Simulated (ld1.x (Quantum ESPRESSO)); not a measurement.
W, TM semilocal: configuration errors across variants

* Element: tungsten
* Generator: ld1.x (Quantum ESPRESSO) 7.5
* Type: norm-conserving Troullier–Martins (semilocal form)
* Functional: PBEsol
* Relativity: scalar-relativistic
* Frozen core: [Xe]
* Valence charge: 20
* Reference configuration: 4f14 5d5 6s1 6p0
* Partial waves: 6p (bound, empty): rc 2.90 bohr; 5d (bound): rc 1.80 bohr; 4f (bound): rc 0.95 bohr; 6s (bound): rc 2.65 bohr
* Local potential: the s channel
* Core correction: a·sin(br)/r model core inside 0.60 bohr

All-electron excitation energies from the reference (eV): (1) 4f14 5d4 6s2 6p0 -1.543; (2) 4f14 5d4 6s1 6p0 7.382; (3) 4f14 5d4 6s0 6p0 23.077; (4) 4f14 5d4 6s0 6p1 12.892; (5) 4f14 5d5 6s0 6p0 8.181; (6) 4f14 5d4 6s1 6p1 3.002; (7) 4f14 5d4 6s1.5 6p0 2.109.

In the semilocal form every listed channel keeps its own potential, so the choice of the local channel does not act on these tests. It acts once the file is put into the separable form.

A semilocal file is local in each channel, so a ghost entry of none says nothing of the separable form that plane-wave codes build from it.

2 further variants failed, have other tests or another functional or relativity, and are left out.

A true bound ghost makes a file unfit for plane-wave use even where its test errors are small: the radial tests pick states by their node count and pass the ghost by.

Errors AE − PS in meV (a dash: test not solved or not reliable):

```csv
change,(1),(2),(3),(4),(5),(6),(7),bound ghosts
base,-35,-17,-36,-27,-17,-37,-23,not determined
local potential the p channel,-35,-17,-36,-27,-17,-37,-23,not determined
wave 4f (bound): rc 0.95 bohr becomes 4f (bound): rc 1.18 bohr,-34,-17,-36,-27,-17,-37,-23,none
wave 6p (bound): rc 2.90 bohr becomes 6p (bound): rc 4.46 bohr,-35,-17,-36,+7.7,-17,-26,-23,not determined
"type PAW, which also changes the form from semilocal to separable; waves now 6s (bound): rcut 2.30, rcutus 2.65 bohr; 6s channel at 4.6 Ry: rcut 2.30, rcutus 2.65 bohr; 6p (bound): rcut 2.50, rcutus 2.90 bohr; 6p channel at 0.75 Ry: rcut 2.50, rcutus 2.90 bohr; 5d (bound): rcut 1.55, rcutus 1.80 bohr; 5d channel at 0.45 Ry: rcut 1.55, rcutus 1.80 bohr; 4f (bound): rcut 0.85, rcutus 0.95 bohr; 4f channel at -1.5 Ry: rcut 0.85, rcutus 0.95 bohr; local potential all-electron potential smoothed inside 1.05 bohr (lloc = -2); augmentation GAUSS, radius 0.90 bohr",+32,-17,+17,-22,+49,-9.0,+4.9,"s, p"
```

(1) Give the same row for: wave 5d (bound): rc 1.80 bohr becomes 5d (bound): rc 1.70 bohr.

Answers

(1) -34, -17, -36, -27, -17, -37, -23; bound ghosts: not determined.
